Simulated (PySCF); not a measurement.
## Polarisability and C₆ of Nd (neodymium, neutral)

[Xe] 4f4 6s2, one real determinant. All numbers are calculated (PySCF 2.14, the spin-free X2C one-electron Hamiltonian (Gaussian nucleus), in ANO-R3 (9s8p5d5f3g1h, 131 functions)). Coupled (time-dependent) response in atomic units; α is the mean over directions. The basis has no added diffuse functions, which lowers α and C₆.

```csv
method,mean α (bohr³),"α xx, yy, zz",C₆ (like pair),S(−4)
PBE0,145.9,"145.7, 145.7, 146.3",2347,8134
```

S(−4) is the Cauchy moment in α(ω) = α(0) + S(−4) ω² + …

Reference α: 208 ± 20 bohr³ (recommended; Schwerdtfeger and Nagle, table of static dipole polarizabilities (2023 update)). Published C₆: 3560 (Gould and Bucko (2016)).

Spin-orbit coupling is absent.

α(iu) at PBE0:

```csv
u (hartree),α(iu) (bohr³)
0,145.9
0.0500,128.3
0.100,95.36
0.200,50.23
0.300,30.65
0.500,16.29
0.750,10.09
1.00,7.160
1.50,4.266
2.00,2.866
3.00,1.587
5.00,0.7309
```

A single London oscillator, α(iu) = α/(1 + u²/ω²), gives C₆ = (3/4) ω α². Matching the computed C₆ needs ω = 4 × 2347 / (3 × 145.9²) = 0.147 hartree.

The components differ because the open shell of this determinant is not spherical; for a pure term their mean is the scalar polarisability.

⟨L²⟩ = 34.01 against 42 for a pure I term, so this real determinant mixes terms. Spin-orbit coupling, absent here, splits the open shell strongly.
